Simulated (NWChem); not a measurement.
System: CHO2, doublet; SMILES [O]C=O

Results from NWChem. Spin-unrestricted. No stability test was run on the SCF state. B3LYP is NWChem's, with the RPA form of VWN correlation. Each level has its own optimisation; frequencies are unscaled.

```csv
level,r C–H (Å),highest harmonic frequency (cm⁻¹),lowest (cm⁻¹),zero-point energy (kcal/mol),dipole (D)
UHF/3-21G,1.080,3246,636,13.6,2.46
"LDA (Slater exchange, VWN5)/def2-SVP",1.190,2231,680,10.9,1.51
BLYP/def2-SVP,1.178,[?],[?],10.6,[?]
B3LYP/3-21G,1.131,2652,464,11.2,1.74
PBE0/def2-SVP,1.174,2355,506,10.8,1.64
```

Question: Some entries are withheld; supply them.

Answer: 
- BLYP/def2-SVP, highest harmonic frequency (cm⁻¹): 2281
- BLYP/def2-SVP, lowest (cm⁻¹): 666
- BLYP/def2-SVP, dipole (D): 1.44
